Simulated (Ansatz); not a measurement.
Isolated molecules relaxed with PBE0-D4/def2-TZVP in Ansatz; ΔE leaves out vibrations. CBS: MP2 limit from def2 TZ/QZ plus the TZ coupled-cluster correction, frozen cores. This one scheme is used for every species. DFT in def2-TZVPP. def2 core potentials past Kr. For Sn outer-core shells are correlated without core-valence functions, which leaves a few kJ/mol of doubt a bond. One conformer a species, not always the lowest.

Reaction (formal exchange of groups at the Sn–F bond): `[F][Sn][Cl]` + `CC` → `C[CH2][Sn][Cl]` + H–F

`[F][Sn][Cl]`:

```xyz
3

F    -0.117    1.269    0.951
Sn   -0.777   -0.443    0.336
Cl    0.893   -0.826   -1.287
```

`CC`:

Cartesian coordinates in Å:
```
C -0.652 -0.331 -0.207
C 0.652 0.331 0.207
H -0.794 -1.285 0.306
H -1.512 0.300 0.029
H -0.675 -0.529 -1.281
H 0.794 1.285 -0.306
H 1.512 -0.301 -0.029
H 0.675 0.529 1.281
```

`C[CH2][Sn][Cl]`:

Cartesian coordinates in Å:
```
C 0.015 0.123 -0.983
C 0.082 0.658 0.443
Sn 0.889 -0.768 1.897
Cl -0.738 -2.444 1.422
H -0.592 -0.784 -1.036
H -0.424 0.855 -1.668
H 1.007 -0.123 -1.375
H 0.684 1.571 0.498
H -0.922 0.914 0.803
```

H–F:

Cartesian coordinates in Å:
```
F 0.231 0.010 -0.397
H -0.231 -0.010 0.397
```

```
  level  ΔE (kJ/mol)
ωB97X-V        153.8
r2SCAN0        149.4
```

(1) What does CCSD(T)/CBS give? (Best estimate.)

(2) What do rigid-rotor, harmonic-oscillator terms from PBE0-D4/def2-TZVP frequencies (298.15 K, 1 bar) make of the CCSD(T)/CBS value? (Estimate.)

Largest T1 diagnostic among the species: 0.016.

Results:

(1) The calculation gave: +138.3 kJ/mol. The listed levels differ from it by 15.5, 11.1 kJ/mol.

(2) The calculation gave: ΔZPE = -7.3 kJ/mol, ΔH = +134.6 kJ/mol, ΔS = 2 J/(mol·K), ΔG = +133.9 kJ/mol. Modes under 50 cm⁻¹ make the entropy rough.

Leaving LDA and LC-ωPBE aside and taking each functional with its dispersion term where it has one, the values, not all of them listed here, spread over 29.2 kJ/mol, from PBE-QIDH to B97M-V. LDA lies −14.4 kJ/mol from PBE without D4. The D4 term adds −12.7 kJ/mol with B3LYP and −6.9 kJ/mol with PBE0; it sums over pairs of atoms, weighted by their polarisabilities, and B3LYP, whose exchange is more repulsive, gets the larger term.

B3LYP here is the variant with VWN-RPA as its local correlation; programs differ in this.
